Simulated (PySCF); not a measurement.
## C4H5N3O2: full NMR table

```yaml
Formula: C4H5N3O2
SMILES: CC(=O)Oc1ncn[nH]1
Point_group_of_the_computed_structure: Cs
Degrees_of_unsaturation: 4
Carbon_signals: 4
Proton_signals: 3
```

Numbering as in the mapped SMILES `[CH3:1][C:2](=[O:3])[O:4][c:5]1[n:6][cH:7][n:8][nH:9]1`. Each H is labelled by its parent atom.

Theoretical values (PySCF 2.14): geometry: GFN2-xTB, σ from GIAO-PBE0/pcSseg-1. Rapidly exchanging positions averaged, relativity neglected, no solvent model, one computed conformer.

δ = σ(ref) − σ, references computed at the same level: TMS for $^{1}$H (31.72 ppm) and $^{13}$C (186.93 ppm); $^{15}$N (267.73 ppm) vs NH3; $^{17}$O (336.08 ppm) against H2O.

| carbon | δC, type | δH (multiplicity) | HMBC from (2–3 bonds) | span of the C tensor (ppm) |
| --- | --- | --- | --- | --- |
| C1 | 23.6, CH3 | 2.48 (s) | – | 52 |
| C2 | 175.3, C | – | H(C1) | 166 |
| C5 | 160.4, C | – | H(C7) | 113 |
| C7 | 151.4, CH | 7.78 (s) | – | 169 |

Other nuclei:
```csv
atoms,nucleus,environment,δ (ppm),σ (ppm)
H(N9),$^{1}$H,hydrogen on a pyrrole-type ring nitrogen,11.56,20.15
N8,$^{15}$N,pyridine-type nitrogen of an azole,320.7,-53.0
N6,$^{15}$N,pyridine-type nitrogen of an azole,263.6,4.1
N9,$^{15}$N,pyrrole-type ring nitrogen,210.5,57.2
O3,$^{17}$O,ester carbonyl oxygen,451.1,-115.0
O4,$^{17}$O,ester alkoxy oxygen,245.2,90.8
```

1. Carbon types of the structure: 2 × C, 1 × CH, 1 × CH3, leaving 1 H on heteroatoms.
2. δC 175.3: ester carbonyl carbon; lone-pair donation from the attached heteroatom keeps it upfield of a ketone carbonyl.
3. δC 160.4: aromatic carbon bearing oxygen; an ipso carbon deshielded by its heteroatom.
4. δC 151.4: aromatic CH between two ring heteroatoms.
5. δH 11.56: hydrogen on a pyrrole-type ring nitrogen; exchangeable; this is the value without hydrogen bonding to other molecules.
6. δH 7.78: hydrogen on an aromatic CH between two ring heteroatoms; the ring current deshields protons in the ring plane.

OH and NH positions are those of a molecule without intermolecular hydrogen bonds; in solution they move with solvent, concentration and temperature, and exchange usually removes their couplings. Shifts are as computed. Against solution values, carbons near 30 ppm lie about +3 ppm off and those near 130 ppm about +5 ppm (rms about the fit 2.1 ppm; single classes can miss by 10 ppm). Of 1328 compounds with measured shifts, 309 miss one by over three times the rms of a fit or turn the order of signals round; such compounds aren't used in these exercises. Signals without a measured value on file couldn't be tested in this way; 1H shifts scatter by 0.2 ppm about their fit, and single ones miss by 0.5 ppm. Unscaled 17O shifts of doubly bonded oxygen tend to come out too high, by tens of ppm or more. Experimental scales use liquid or dissolved standards, which lie at an offset from isolated NH3 (liquid NH3: subtract about 20 ppm) and H2O (liquid H2O: subtract about 36 ppm). Unscaled 15N shifts of sp2 nitrogen often come out too high even then, by a few to some tens of ppm. Multiplicities follow the n + 1 count of equivalent neighbours, as no J values were calculated; m marks all less simple cases, F and P coupling included.
